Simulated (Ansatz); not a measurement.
GeO (SMILES [O]=[Ge]): the energy, rung by rung

The species is GeO (2 atoms), meant as a singlet with charge 0. SMILES: `[O]=[Ge]`. Geometry: a GFN2-xTB relaxation, a rough one for these elements and not checked as a minimum.

```xyz
2

O     0.0000    0.0000    0.0000
Ge    0.0000    0.0000    1.5765
```

Quantity: the energy change with the O1–Ge2 bond stretched from 1.576 to 1.971 Å, in eV. The values are calculated.

```json
{"level": "SVWN5/STO-3G (restricted)", "kind": "LDA", "program": "Ansatz", "value (eV)": "3.48", "less FCI/STO-3G": "+1.15", "CPU time (all runs)": "4.2 s"}
{"level": "revPBE/STO-3G (restricted)", "kind": "GGA", "program": "Ansatz", "value (eV)": "3.13", "less FCI/STO-3G": "+0.80", "CPU time (all runs)": "7.9 s"}
{"level": "r2SCAN/STO-3G (restricted)", "kind": "meta-GGA", "program": "Ansatz", "value (eV)": "3.41", "less FCI/STO-3G": "+1.08", "CPU time (all runs)": "11 s"}
{"level": "PBE0/STO-3G (restricted)", "kind": "global hybrid", "program": "Ansatz", "value (eV)": "3.51", "less FCI/STO-3G": "+1.18", "CPU time (all runs)": "1.7 s"}
{"level": "CAM-B3LYP/STO-3G (restricted)", "kind": "range-separated hybrid", "program": "Ansatz", "value (eV)": "3.87", "less FCI/STO-3G": "+1.54", "CPU time (all runs)": "2.1 s"}
{"level": "wB97M-V/STO-3G (restricted)", "kind": "range-separated hybrid", "program": "Ansatz", "value (eV)": "3.88", "less FCI/STO-3G": "+1.55", "CPU time (all runs)": "20 s"}
{"level": "B2PLYP/STO-3G (restricted)", "kind": "double hybrid", "program": "Ansatz", "value (eV)": "2.57", "less FCI/STO-3G": "+0.24", "CPU time (all runs)": "2.6 s"}
{"level": "MP2/STO-3G (restricted)", "kind": "perturbation theory", "program": "Ansatz", "value (eV)": "2.77", "less FCI/STO-3G": "+0.44", "CPU time (all runs)": "0.44 s"}
{"level": "CCSD/STO-3G (restricted)", "kind": "coupled cluster or CI", "program": "Ansatz", "value (eV)": "3.03", "less FCI/STO-3G": "+0.70", "CPU time (all runs)": "0.53 s"}
{"level": "FCI/STO-3G", "kind": "exact in the basis", "program": "Ansatz", "value (eV)": "2.33", "less FCI/STO-3G": "0.00", "CPU time (all runs)": "1.5 s"}
```

FCI/STO-3G is exact within its basis and frozen core, so for wave-function methods in that basis the difference is their error; functionals converge differently with the basis, so for them it is only a difference. All-electron rows without a relativistic Hamiltonian named are non-relativistic. The first shape isn't each level's own minimum. The values span 2.33 to 3.88 eV. All rows use very small basis sets, so none should be taken for the real molecule's value. In the correlated wave-function rows the outer d shell of Ge is correlated, in sets not made for it. Times are those of the runs behind each value, whatever else they computed, on shared processors of several kinds: orders of magnitude only.
